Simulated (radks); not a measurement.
Results of a calculation; reference values are marked as such.
All-electron atom: neutral terbium in [Xe] 4f9 6s2. Code: a radial shooting solver on a logarithmic mesh with Libxc functionals. Model: Dirac Kohn-Sham, XLYP, spin-unpolarised, spherical densities, finite nucleus; open shells fill j = l - 1/2 first; Fermi nuclear charge, rms radius 5.06 fm.

Normalised radial functions P(r) = r R(r) (large component), r in bohr:

r	5s1/2	5p1/2	6s1/2
0.003305	0.1067	0.0135	0.0303
0.003879	0.1175	0.0167	0.0334
0.004552	0.1283	0.0207	0.0365
0.005342	0.1387	0.0257	0.0394
0.006268	0.1480	0.0320	0.0421
0.007356	0.1553	0.0398	0.0441
0.008702	0.1599	0.0499	0.0454
0.01021	0.1599	0.0618	0.0454
0.01198	0.1542	0.0760	0.0438
0.01406	0.1412	0.0929	0.0401
0.0165	0.1194	0.1123	0.0339
0.01937	0.0876	0.1341	0.0249
0.02291	0.0427	0.1585	0.0121
0.02688	-0.0103	0.1817	-0.0030
0.03155	-0.0710	0.2023	-0.0202
0.03702	-0.1345	0.2171	-0.0383
0.04345	-0.1934	0.2214	-0.0550
0.05139	-0.2391	0.2091	-0.0680
0.06031	-0.2550	0.1758	-0.0724
0.07078	-0.2325	0.1180	-0.0660
0.08306	-0.1642	0.0356	-0.0465
0.09747	-0.0517	-0.0658	-0.0144
0.1144	0.0910	-0.1730	0.0262
0.1353	0.2420	-0.2687	0.0691
0.1588	0.3450	-0.3168	0.0981
0.1863	0.3657	-0.2979	0.1034
0.2187	0.2768	-0.1989	0.0774
0.2566	0.0819	-0.0279	0.0212
0.3011	-0.1743	0.1803	-0.0519
0.3562	-0.4217	0.3761	-0.1212
0.418	-0.5425	0.4740	-0.1525
0.4906	-0.4851	0.4367	-0.1311
0.5757	-0.2428	0.2544	-0.0560
0.6756	0.1260	-0.0373	0.0531
0.7991	0.5391	-0.3867	0.1672
0.9378	0.8495	-0.6805	0.2382
1.101	1.0091	-0.8746	0.2458
1.291	1.0020	-0.9403	0.1816
1.516	0.8613	-0.8840	0.0558
1.779	0.6493	-0.7399	-0.1064
2.104	0.4204	-0.5460	-0.2815
2.469	0.2427	-0.3660	-0.4222
2.897	0.1217	-0.2191	-0.5154
3.4	0.0522	-0.1160	-0.5509
3.99	0.0188	-0.0536	-0.5293
4.682	0.0055	-0.0212	-0.4609
5.539	0.0012	-0.0066	-0.3586
6.5	0.0002	-0.0017	-0.2545
7.628	0.0000	-0.0004	-0.1624
8.951	0.0000	-0.0001	-0.0923
10.5	0.0000	0.0000	-0.0452
12.33	0.0000	0.0000	-0.0186
14.58	0.0000	0.0000	-0.0060
17.11	0.0000	0.0000	-0.0017
20.08	0.0000	0.0000	-0.0004

5s1/2: eigenvalue -47.132 eV, 4 radial nodes at r = 0.0261, 0.104, 0.271, 0.642 bohr, <r> = 1.33 bohr, 90 % of the charge inside 1.92 bohr. 5p1/2: eigenvalue -27.667 eV, 3 radial nodes at r = 0.0881, 0.262, 0.663 bohr, <r> = 1.50 bohr, 90 % of the charge inside 2.22 bohr. 6s1/2: eigenvalue -3.596 eV, 5 radial nodes at r = 0.0261, 0.103, 0.269, 0.627, 1.61 bohr, <r> = 4.15 bohr, 90 % of the charge inside 6.21 bohr.
